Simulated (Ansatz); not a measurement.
Harmonic vibrations of the cluster Ca3 by finite differences.

```yaml
crystal:
  periodic: [false, false, false]
  atoms:
    - {symbol: Ca, position_ang: [-0.813881, -2.046845, -0.532037]}
    - {symbol: Ca, position_ang: [0.469107, 0.509234, 2.160585]}
    - {symbol: Ca, position_ang: [0.344775, 1.537621, -1.628547]}
basis:
  gaussian: {orbitals: def2-TZVP}
hamiltonian: {xc: pbe0}
scf: {omitted_lower_state_checks: [starts]}
phonons: {temperatures: {t_min: 298.15, t_max: 900, t_step: 200}}
```

```sh
$ ansatz run in.yaml --threads 4 --pin off --events-out ev --progress --plain --max-ram 3916MiB
```

Output, abridged:

```
Functional definition: PBE0
  name "PBE0"
  cite "Adamo & Barone, J. Chem. Phys. 110, 6158 (1999) doi:10.1063/1.478522"
  cite "Perdew, Burke & Ernzerhof, Phys. Rev. Lett. 77, 3865 (1996) doi:10.1103/PhysRevLett.77.3865"
  parent pbe
  parameter a = 0.25
  parameter kappa = 0.804
  parameter beta = 0.06672455060314922
  exchange = (1 - a)*pbe_x(kappa = kappa, mu = beta*pi^2/3) + a*exact_x
  correlation = pbe_c(beta = beta)
these checks for a lower state are left out or cut short: starts
mean field -55297.87586480 eV, -2032.1594557849 hartree, gradient 4.9e-5 eV, S^2 0.000000; 0 other end points of the search recorded, 0 dependent functions left out
the calculation of the forces begins
these checks for a lower state are left out or cut short: stability, starts, cluster_reference, orbital_swaps, neighbouring_geometries, increment
mean field -55297.87588370 eV, -2032.1594564797 hartree, gradient 5.2e-6 eV, S^2 0.000000; 0 other end points of the search recorded, 0 dependent functions left out
the calculation of the forces begins
these checks for a lower state are left out or cut short: stability, starts, cluster_reference, orbital_swaps, neighbouring_geometries, increment
mean field -55297.87583899 eV, -2032.1594548363 hartree, gradient 5.6e-6 eV, S^2 0.000000; 0 other end points of the search recorded, 0 dependent functions left out
the calculation of the forces begins
these checks for a lower state are left out or cut short: stability, starts, cluster_reference, orbital_swaps, neighbouring_geometries, increment
mean field -55297.87587205 eV, -2032.1594560512 hartree, gradient 1.9e-6 eV, S^2 0.000000; 0 other end points of the search recorded, 0 dependent functions left out
the calculation of the forces begins
these checks for a lower state are left out or cut short: stability, starts, cluster_reference, orbital_swaps, neighbouring_geometries, increment
mean field -55297.87585587 eV, -2032.1594554567 hartree, gradient 2.0e-6 eV, S^2 0.000000; 0 other end points of the search recorded, 0 dependent functions left out
the calculation of the forces begins
these checks for a lower state are left out or cut short: stability, starts, cluster_reference, orbital_swaps, neighbouring_geometries, increment
mean field -55297.87585341 eV, -2032.1594553664 hartree, gradient 3.2e-6 eV, S^2 0.000000; 0 other end points of the search recorded, 0 dependent functions left out
the calculation of the forces begins
these checks for a lower state are left out or cut short: stability, starts, cluster_reference, orbital_swaps, neighbouring_geometries, increment
mean field -55297.87587275 eV, -2032.1594560772 hartree, gradient 3.2e-6 eV, S^2 0.000000; 0 other end points of the search recorded, 0 dependent functions left out
the calculation of the forces begins
these checks for a lower state are left out or cut short: stability, starts, cluster_reference, orbital_swaps, neighbouring_geometries, increment
mean field -55297.87583950 eV, -2032.1594548551 hartree, gradient 3.5e-6 eV, S^2 0.000000; 0 other end points of the search recorded, 0 dependent functions left out
the calculation of the forces begins
these checks for a lower state are left out or cut short: stability, starts, cluster_reference, orbital_swaps, neighbouring_geometries, increment
mean field -55297.87588671 eV, -2032.1594565899 hartree, gradient 3.2e-6 eV, S^2 0.000000; 0 other end points of the search recorded, 0 dependent functions left out
the calculation of the forces begins
these checks for a lower state are left out or cut short: stability, starts, cluster_reference, orbital_swaps, neighbouring_geometries, increment
mean field -55297.87584958 eV, -2032.1594552256 hartree, gradient 4.5e-6 eV, S^2 0.000000; 0 other end points of the search recorded, 0 dependent functions left out
the calculation of the forces begins
these checks for a lower state are left out or cut short: stability, starts, cluster_reference, orbital_swaps, neighbouring_geometries, increment
mean field -55297.87587496 eV, -2032.1594561582 hartree, gradient 4.3e-6 eV, S^2 0.000000; 0 other end points of the search recorded, 0 dependent functions left out
the calculation of the forces begins
these checks for a lower state are left out or cut short: stability, starts, cluster_reference, orbital_swaps, neighbouring_geometries, increment
mean field -55297.87587901 eV, -2032.1594563071 hartree, gradient 2.7e-6 eV, S^2 0.000000; 0 other end points of the search recorded, 0 dependent functions left out
the calculation of the forces begins
these checks for a lower state are left out or cut short: stability, starts, cluster_reference, orbital_swaps, neighbouring_geometries, increment
mean field -55297.87584798 eV, -2032.1594551669 hartree, gradient 2.9e-6 eV, S^2 0.000000; 0 other end points of the search recorded, 0 dependent functions left out
the calculation of the forces begins
Total energy: -55297.87589058 eV, -2032.1594567323 hartree
Atom 0 at    -0.813881    -2.046845    -0.532037 Å, force     0.003582     0.008214     0.004542 eV/Å
Atom 1 at     0.469107     0.509234     2.160585 Å, force    -0.002860    -0.003077    -0.013251 eV/Å
Atom 2 at     0.344775     1.537621    -1.628547 Å, force    -0.000722    -0.005137     0.008710 eV/Å
Dipole moment:     0.000084     0.000095     0.000374 e Å
Vibrations: 100.68 101.14 113.89 cm⁻¹, zero-point energy 0.019572 eV
Checks for a lower state left out: starts
```

Run time 14 s (4 threads of Arm Neoverse V2 on a shared host).

The structure comes from a short search, and lower isomers may exist.
